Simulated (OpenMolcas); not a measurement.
## 3d along the 19-electron sequence

```json
{
  "Program": "OpenMolcas 26.06",
  "Method": "CASSCF",
  "Basis": "ANO-RCC-VQZP",
  "Scalar Hamiltonian": "DKH2, point nucleus",
  "Spin-orbit coupling": "state interaction with AMFI integrals over the reference wave functions, term energies averaged over their components"
}
```

Active space for each ion: 1 electron in 5 orbitals (3d).

Computed levels in cm-1 above 2D 3/2:

```
                               Level  Sc2+  Ti3+  V4+  Cr5+  Mn6+  Fe7+
                              2D 5/2   208   380  596   909  1300  1810
weight of 2D in the lowest level (%)   100   100  100   100   100   100
```

Measured, with the error of the calculation in %. Measured levels: Sc2+ from Sugar and Corliss, J. Phys. Chem. Ref. Data 9, 473 (1980); Ti3+ from Corliss and Sugar, J. Phys. Chem. Ref. Data 8, 1 (1979); V4+ from Sugar and Corliss, J. Phys. Chem. Ref. Data 7, 1191 (1978); Cr5+ from Sugar and Corliss, J. Phys. Chem. Ref. Data 6, 317 (1977); Mn6+ from Corliss and Sugar, J. Phys. Chem. Ref. Data 6, 1253 (1977); Fe7+ from Corliss and Sugar, J. Phys. Chem. Ref. Data 11, 135 (1982).

```json
{"Level": "2D 5/2", "Sc2+": "198 (+5.3)", "Ti3+": "382 (-0.5)", "V4+": "625 (-4.6)", "Cr5+": "940 (-3.3)", "Mn6+": "1350 (-3.7)", "Fe7+": "1836 (-1.4)"}
```

The fine-structure level 2D 5/2 changes by a factor of 8.7 from Sc2+ to Fe7+. Its fourth root runs 3.80, 4.42, 4.94, 5.49, 6.00, 6.52, with steps per unit of Z of 0.62, 0.53, 0.55, 0.51, 0.52; equal steps would mean a (Z - σ)^4 law with constant σ.

With one active electron the reference holds no correlation, so core polarisation is missing. Computed and measured levels are paired by configuration, term and J; levels that our copy of the source lacks, or whose pairing is in doubt (as where it misses far off the trend of its configuration), stay unpaired and out of the deviations. Only configurations of the active space appear.
